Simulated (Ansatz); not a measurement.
Reaction (ligand exchange at a B–C bond): `BCS` + `OC[SiH](F)F` → `BOC[SiH](F)F` + CH₃SH

Calculated with Ansatz (gas phase, PBE0-D4/def2-TZVP geometries, no zero-point term in ΔE). CBS: MP2 limit from def2 TZ/QZ plus the TZ coupled-cluster correction, frozen cores. This one scheme is used for every species. DFT in def2-TZVPP. B3LYP here is the variant with VWN-RPA as its local correlation; programs differ in this. One conformer a species, not always the lowest.

```json
{"level": "PBE-D4", "ΔE (kJ/mol)": "-146.7", "difference from CCSD(T)/CBS": "3.9"}
{"level": "r2SCAN-D4", "ΔE (kJ/mol)": "-149.8", "difference from CCSD(T)/CBS": "0.8"}
{"level": "PBE0-D4", "ΔE (kJ/mol)": "-146.1", "difference from CCSD(T)/CBS": "4.5"}
{"level": "B3LYP-D4", "ΔE (kJ/mol)": "-155.0", "difference from CCSD(T)/CBS": "-4.4"}
{"level": "ωB97X-V", "ΔE (kJ/mol)": "-149.3", "difference from CCSD(T)/CBS": "1.3"}
{"level": "ωB97M-V", "ΔE (kJ/mol)": "-149.8", "difference from CCSD(T)/CBS": "0.8"}
{"level": "B2PLYP", "ΔE (kJ/mol)": "-156.3", "difference from CCSD(T)/CBS": "-5.7"}
{"level": "PBE", "ΔE (kJ/mol)": "-147.0", "difference from CCSD(T)/CBS": "3.6"}
{"level": "r2SCAN", "ΔE (kJ/mol)": "-149.7", "difference from CCSD(T)/CBS": "0.9"}
{"level": "PBE0", "ΔE (kJ/mol)": "-146.1", "difference from CCSD(T)/CBS": "4.5"}
{"level": "B3LYP", "ΔE (kJ/mol)": "-155.5", "difference from CCSD(T)/CBS": "-4.9"}
{"level": "HF/def2-TZVPP", "ΔE (kJ/mol)": "-157.2", "difference from CCSD(T)/CBS": "-6.6"}
{"level": "MP2/def2-TZVPP", "ΔE (kJ/mol)": "-153.8", "difference from CCSD(T)/CBS": "-3.2"}
{"level": "SCS-MP2/def2-TZVPP", "ΔE (kJ/mol)": "-155.4", "difference from CCSD(T)/CBS": "-4.8"}
{"level": "CCSD/def2-TZVPP", "ΔE (kJ/mol)": "-152.9", "difference from CCSD(T)/CBS": "-2.3"}
{"level": "CCSD(T)/def2-TZVPP", "ΔE (kJ/mol)": "-153.6", "difference from CCSD(T)/CBS": "-3.0"}
{"level": "HF/def2-QZVPP", "ΔE (kJ/mol)": "-157.8", "difference from CCSD(T)/CBS": "-7.2"}
{"level": "MP2/def2-QZVPP", "ΔE (kJ/mol)": "-152.3", "difference from CCSD(T)/CBS": "-1.7"}
{"level": "SCS-MP2/def2-QZVPP", "ΔE (kJ/mol)": "-154.0", "difference from CCSD(T)/CBS": "-3.4"}
{"level": "HF/CBS(def2)", "ΔE (kJ/mol)": "-157.9", "difference from CCSD(T)/CBS": "-7.3"}
{"level": "MP2/CBS(def2)", "ΔE (kJ/mol)": "-150.8", "difference from CCSD(T)/CBS": "-0.2"}
{"level": "CCSD/CBS(def2)", "ΔE (kJ/mol)": "-149.9", "difference from CCSD(T)/CBS": "0.7"}
{"level": "CCSD(T)/CBS", "ΔE (kJ/mol)": "-150.6", "difference from CCSD(T)/CBS": "0"}
```

Largest T1 diagnostic among the species: 0.013.

In def2-TZVPP, CCSD(T) changes the Hartree–Fock value by +3.6 kJ/mol (the triples alone add −0.7 kJ/mol) and MP2 by +3.4 kJ/mol.
